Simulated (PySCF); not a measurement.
The PySCF input:
```python
from pyscf import gto, scf, dft
from pyscf.prop import polarizability

mol = gto.M(
    atom='''
Ge    0.21713276    0.25177654    0.17465432
C    -1.72139845   -0.05853642    0.14489955
F     0.89059425   -0.97968685   -0.87227012
H     0.71344805    1.51329465   -0.47740754
H     0.92969362   -0.02436337    1.47039552
H    -1.93836206   -1.06178474    0.50515240
H    -2.24846321    0.65711359    0.76837142
H    -2.09152211    0.02729085   -0.87441623
''',
    basis='6-31g',
    verbose=4,
)

mf = dft.RKS(mol)
mf.xc = 'camb3lyp'
mf.kernel()
alpha = mf.Polarizability().polarizability()[2, 2]
print('alpha_zz =', alpha)
```

### Question
Estimate the HOMO-LUMO gap that PySCF with CAMB3LYP/6-31G, polarisability returns for this input.

### Answer
11.52 eV

### Question
Predict the nuclear repulsion energy from CAMB3LYP/6-31G, polarisability.

### Answer
211.8316 Eh

### Question
Predict the polarisability along z from CAMB3LYP/6-31G, polarisability.

### Answer
30.6 bohr³

### Question
What HOMO energy does CAMB3LYP/6-31G, polarisability give?

### Answer
-10.26 eV

### Question
Estimate the dipole moment that CAMB3LYP/6-31G, polarisability returns for this input.

### Answer
3.20 D

### Question
Roughly what does it cost on one core?

### Answer
roughly 30 core-seconds.
